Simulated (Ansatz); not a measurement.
PBE exchange is replaced step by step with exact exchange (0 % is PBE, 25 % PBE0; no dispersion term), basis def2-TZVPD, Ansatz. System: H4W2⁻. The state is a doublet with charge -1. Geometry: r2SCAN-D4/def2-TZVPD.

Geometry of the doublet:

Cartesian coordinates in Å:
```
W -0.5381 0.0953 -1.1389
W 0.0763 -0.4483 0.9237
H -0.5534 0.7192 2.1759
H 0.9772 -0.1803 -1.9769
H -1.1544 1.6810 -0.7575
H 1.1924 -1.8669 0.7737
```

In the def2 sets W takes a core potential; there is no spin–orbit coupling. At PBE-D4/def2-TZVPD, PBE with 5 % exact exchange/def2-TZVPD, PBE with 10 % exact exchange/def2-TZVPD, PBE with 15 % exact exchange/def2-TZVPD and others the charge -1 doublet is spin-contaminated (final ⟨S²⟩ up to 1.99, 0.75 for a pure state). At PBE-D4/def2-TZVPD, PBE with 5 % exact exchange/def2-TZVPD, PBE with 10 % exact exchange/def2-TZVPD the highest occupied level of the charge -1 doublet lies above zero (up to 0.45 eV). Its loss leaves the charge 0 singlet, which lies 2.31 eV higher (vertical, at PBE-D4/def2-TZVPD), but this difference is unsure: the singlet is doubtful (geometry relaxed on an unsound state). The geometry of the doublet was relaxed on an unsound state (⟨S²⟩ 1.59, where a pure state has 0.75). Another isomer (doublet) lies 0.15 eV lower at PBE-D4/def2-TZVPD.

HOMO and LUMO are taken over both spins.

```
exact exchange (%)  HOMO (eV)  LUMO (eV)  gap (eV)   ⟨S²⟩
                 0       0.45       1.31      0.86  1.231
                 5       0.26       1.49      1.23  1.326
                10       0.07       1.67      1.60  1.409
                15      -0.15       1.84      1.99  1.484
                25      -0.60       2.19      2.79  1.623
                35      -1.10       2.53      3.62  1.762
                50      -1.89       2.91      4.80  1.990
```
